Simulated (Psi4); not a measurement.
Cl2Ge (SMILES [Cl][Ge][Cl]), singlet, geometry from GFN2-xTB; B97M-V/6-31G* (Psi4).

Psi4 was given this input:
```
memory 2 GB

molecule {
0 1
Ge   -0.00059285   -0.00984996    0.71845420
Cl    1.03004534    1.30072876   -0.65763687
Cl   -1.02892939   -1.28218766   -0.69474750
}

set {
  basis 6-31g*
}

energy('b97m-v')
print_variables()
```

Task: Predict the main parts of the log of this Psi4 run.

Result: 
```
   => Loading Basis Set <=

    Name: 6-31G*
    Role: ORBITAL
    Keyword: BASIS

         ---------------------------------------------------------
                                   SCF
               by Justin Turney, Rob Parrish, Andy Simmonett
                          and Daniel G. A. Smith
                              RKS Reference
         ---------------------------------------------------------

  ==> Geometry <==

    Molecular point group: c2v
    Full point group: C2v

    Geometry (in Angstrom), charge = 0, multiplicity = 1:

       Center              X                  Y                   Z               Mass
    ------------   -----------------  -----------------  -----------------  -----------------
         GE          -0.000000000000     0.000000000000     0.678078165097    73.921177761000
         CL          -0.000000000000     1.651681822442    -0.716699758980    34.968852682000
         CL           0.000000000000    -1.651681822442    -0.716699758980    34.968852682000

  Running in c2v symmetry.

  Rotational constants: A =      0.24113  B =      0.08836  C =      0.06466 [cm^-1]
  Rotational constants: A =   7228.75485  B =   2648.82363  C =   1938.50109 [MHz]
  Nuclear repulsion =  312.620235733773939

  Charge       = 0
  Multiplicity = 1
  Electrons    = 66
  Nalpha       = 33
  Nbeta        = 33

  ==> Algorithm <==

  SCF Algorithm Type is DF.
  DIIS enabled.
  MOM disabled.
  Fractional occupation disabled.
  Guess Type is SAD.
  Energy threshold   = 1.00e-06
  Density threshold  = 1.00e-06
  Integral threshold = 1.00e-12

  ==> Primary Basis <==

  Basis Set: 6-31G*
    Blend: 6-31G*
    Number of shells: 28
    Number of basis functions: 73
    Number of Cartesian functions: 73
    Spherical Harmonics?: false
    Max angular momentum: 2

  ==> DFT Potential <==

   => LibXC <=

    Version 7.1.2
    S. Lehtola, C. Steigemann, M. J. T. Oliveira, and M. A. L. Marques,  SoftwareX 7, 1–5 (2018) (10.1016/j.softx.2017.11.002)

   => Composite Functional: B97M-V <=

    B97M-V GGA Exchange-Correlation Functional

    N. Mardirossian and M. Head-Gordon,  J. Chem. Phys. 142, 074111 (2015) (10.1063/1.4907719)

    Deriv               =              1
    GGA                 =           TRUE
    Meta                =           TRUE

    Exchange Hybrid     =          FALSE
    MP2 Hybrid          =          FALSE

   => Exchange-Correlation Functionals <=

    1.0000   B97M-V exchange-correlation functional

   => LibXC Density Thresholds  <==

    XC_MGGA_XC_B97M_V:  1.00E-15

   => VV10 Non-Local Parameters <=

    VV10 B              =     6.0000E+00
    VV10 C              =     1.0000E-02

   => Molecular Quadrature <=

    Radial Scheme          =       TREUTLER
    Pruning Scheme         =           NONE
    Nuclear Scheme         =       TREUTLER

    Blocking Scheme        =         OCTREE
    BS radius alpha        =              1
    Pruning alpha          =              1
    Radial Points          =             75
    Spherical Points       =            302
    Total Points           =          63953
    Total Blocks           =            578
    Max Points             =            255
    Max Functions          =             71
    Weights Tolerance      =       1.00E-15

   => Loading Basis Set <=

    Name: (6-31G* AUX)
    Role: JKFIT
    Keyword: DF_BASIS_SCF

  ==> Integral Setup <==

  SCF_SUBTYPE=INCORE selected. In-core MEM_DF algorithm will be used.
  Using in-core AOs.

  ==> MemDFJK: Density-Fitted J/K Matrices <==

    J tasked:                   Yes
    K tasked:                    No
    wK tasked:                   No
    Algorithm:                 Core
    Schwarz Cutoff:           1E-12
    Mask sparsity (%):       3.6405
    Fitting Condition:        1E-10

   => Auxiliary Basis Set <=

  Basis Set: (6-31G* AUX)
    Blend: CC-PVDZ-JKFIT
    Number of shells: 119
    Number of basis functions: 469
    Number of Cartesian functions: 469
    Spherical Harmonics?: false
    Max angular momentum: 3

  Minimum eigenvalue in the overlap matrix is 6.1030797432E-04.
  Reciprocal condition number of the overlap matrix is 1.1042190859E-04.
    Using symmetric orthogonalization.

  ==> Pre-Iterations <==

  SCF Guess: Superposition of Atomic Densities via on-the-fly atomic UHF (no occupation information).

   -------------------------
    Irrep   Nso     Nmo
   -------------------------
     A1        32      32
     A2         8       8
     B1        12      12
     B2        21      21
   -------------------------
    Total      73      73
   -------------------------

  ==> Iterations <==

                           Total Energy        Delta E     RMS |[F,P]|

   @DF-RKS iter SAD: -2993.14628483354318   -2.99315e+03   0.00000e+00
   @DF-RKS iter   1: -2995.03318780812060   -1.88690e+00   7.19336e-02 DIIS/ADIIS
   @DF-RKS iter   2: -2991.16668235508178    3.86651e+00   1.45598e-01 ADIIS
   @DF-RKS iter   3: -2996.36944598324226   -5.20276e+00   2.54635e-02 DIIS/ADIIS
   @DF-RKS iter   4: -2996.51837562393575   -1.48930e-01   6.83717e-03 DIIS/ADIIS
   @DF-RKS iter   5: -2996.54211881281890   -2.37432e-02   1.88057e-03 DIIS/ADIIS
   @DF-RKS iter   6: -2996.54503309138045   -2.91428e-03   8.40705e-05 DIIS
   @DF-RKS iter   7: -2996.54504054721110   -7.45583e-06   1.47657e-05 DIIS
   @DF-RKS iter   8: -2996.54504072715372   -1.79943e-07   3.11690e-06 DIIS
   @DF-RKS iter   9: -2996.54504073751468   -1.03610e-08   5.52780e-07 DIIS
  Energy and wave function converged.

  ==> Post-Iterations <==

   Electrons on quadrature grid:
      Ntotal   =   66.0000131015 ; deviation = 1.310e-05

    Orbital Energies [Eh]
    ---------------------

    Doubly Occupied:

       1A1  -399.146934     2A1  -101.652579     1B2  -101.652579
       3A1   -49.939151     1B1   -44.305733     2B2   -44.304348
       4A1   -44.303476     5A1    -9.494045     3B2    -9.494042
       4B2    -7.156150     6A1    -7.156141     2B1    -7.152266
       1A2    -7.152264     5B2    -7.150421     7A1    -7.150407
       8A1    -6.347188     3B1    -4.456175     6B2    -4.452461
       9A1    -4.448754    10A1    -1.206724     2A2    -1.205373
       7B2    -1.202425     4B1    -1.202212    11A1    -1.198942
      12A1    -0.818467     8B2    -0.793900    13A1    -0.494675
       9B2    -0.376718    14A1    -0.338458     5B1    -0.336197
       3A2    -0.310795    10B2    -0.294872    15A1    -0.267318

    Virtual:

       6B1    -0.135500    11B2    -0.028215    16A1    -0.025057
      17A1     0.068333     7B1     0.153636    12B2     0.155996
      18A1     0.156406    13B2     0.362570    19A1     0.363997
       4A2     0.374310    20A1     0.378111     8B1     0.381993
      21A1     0.461741     5A2     0.489565     9B1     0.503607
      14B2     0.533420    22A1     0.540203    15B2     0.548156
      23A1     0.612323    16B2     0.698850     6A2     0.855757
      10B1     0.856969    17B2     0.861352    24A1     0.865058
      18B2     0.876301     7A2     0.937832    11B1     0.941591
      25A1     1.004945    26A1     1.013349    19B2     1.275258
      27A1     1.287701     8A2     3.291263    12B1     3.291357
      28A1     3.339710    29A1     3.346753    20B2     3.470288
      30A1     3.883080    31A1     4.409872    21B2     4.421847
      32A1    87.507914

    Final Occupation by Irrep:
             A1    A2    B1    B2
    DOCC [    15,    3,    5,   10 ]
    NA   [    15,    3,    5,   10 ]
    NB   [    15,    3,    5,   10 ]

  @DF-RKS Final Energy: -2996.54504073751468

   => Energetics <=

    Nuclear Repulsion Energy =            312.6202357337739386
    One-Electron Energy =               -4788.0517074320569009
    Two-Electron Energy =                1613.8405592432850426
    DFT Exchange-Correlation Energy =    -135.2290250328580328
    Empirical Dispersion Energy =           0.0000000000000000
    VV10 Nonlocal Energy =                  0.2748967503409591
    Total Energy =                      -2996.5450407375146824

Computation Completed

Properties will be evaluated at   0.000000,   0.000000,   0.000000 [a0]

Properties computed using the SCF density matrix

 Multipole Moments:

 ------------------------------------------------------------------------------------
     Multipole            Electronic (a.u.)      Nuclear  (a.u.)        Total (a.u.)
 ------------------------------------------------------------------------------------

 L = 1.  Multiply by 2.5417464519 to convert [e a0] to [Debye]
 Dipole X            :          0.0000000            0.0000000            0.0000000
 Dipole Y            :          0.0000000            0.0000000            0.0000000
 Dipole Z            :          5.8255568           -5.0442280            0.7813287
 Magnitude           :                                                    0.7813287

 ------------------------------------------------------------------------------------

  Variable Map:
  ----------------------------------------------------------------------------
  "CURRENT ENERGY"              =>   -2996.545040737515
  "CURRENT REFERENCE ENERGY"    =>   -2996.545040737515
  "DD SOLVATION ENERGY"         =>       0.000000000000
  "DFT FUNCTIONAL TOTAL ENERGY" =>   -2996.545040737515
  "DFT TOTAL ENERGY"            =>   -2996.545040737515
  "DFT VV10 ENERGY"             =>       0.274896750341
  "DFT XC ENERGY"               =>    -135.229025032858
  "GRID ELECTRONS ALPHA"        =>      33.000006550726
  "GRID ELECTRONS BETA"         =>      33.000006550726
  "GRID ELECTRONS TOTAL"        =>      66.000013101452
  "NUCLEAR REPULSION ENERGY"    =>     312.620235733774
  "ONE-ELECTRON ENERGY"         =>   -4788.051707432057
  "PCM POLARIZATION ENERGY"     =>       0.000000000000
  "PE ENERGY"                   =>       0.000000000000
  "SCF ITERATION ENERGY"        =>   -2996.545040737515
  "SCF ITERATIONS"              =>       9.000000000000
  "SCF TOTAL ENERGY"            =>   -2996.545040737515
  "TWO-ELECTRON ENERGY"         =>    1613.840559243285
  "XC GRID RADIAL POINTS"       =>      75.000000000000
  "XC GRID SPHERICAL POINTS"    =>     302.000000000000
  "XC GRID TOTAL POINTS"        =>   63953.000000000000

  Array Variable Map:
  ----------------------------------------------------------------------------
  "CURRENT DIPOLE"              =>       0.000000000000 ... 0.781328738912 1 by 3
  "SCF DIPOLE"                  =>       0.000000000000 ... 0.781328738912 1 by 3
  "SCF TOTAL ENERGIES"          =>   -2993.146284833543 ... -2996.545040737515 1 by 10
```
